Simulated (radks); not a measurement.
Neutral rhenium, [Xe] 4f14 5d5 6s2. Method: non-relativistic Kohn-Sham, PBE, spin-polarised, spherical densities, point nucleus; computed with a radial shooting solver on a logarithmic mesh with Libxc functionals. Every spin shell is full or empty, so the densities are truly spherical. Functionals are evaluated on that one density, not self-consistently. Rank these orbital-free kinetic functionals by their error against the exact value of the orbitals, and give that value: Thomas-Fermi, von Weizsacker, TF + vW, TF + vW/9, LC94, APBEK, revAPBEK, Perdew 92, Thakkar, LKT, DePristo-Kress.

Answer. Exact: 15784.2 hartree. From best to worst, with 100 (|E| - |E exact|)/|E exact| (equal figures are ties): LC94 -0.01, APBEK +0.02, revAPBEK +0.16, DePristo-Kress -0.23, Perdew 92 -0.72, TF + vW/9 -0.72, Thakkar -0.79, Thomas-Fermi -4.75, LKT +16.29, TF + vW +31.46, von Weizsacker -63.79.
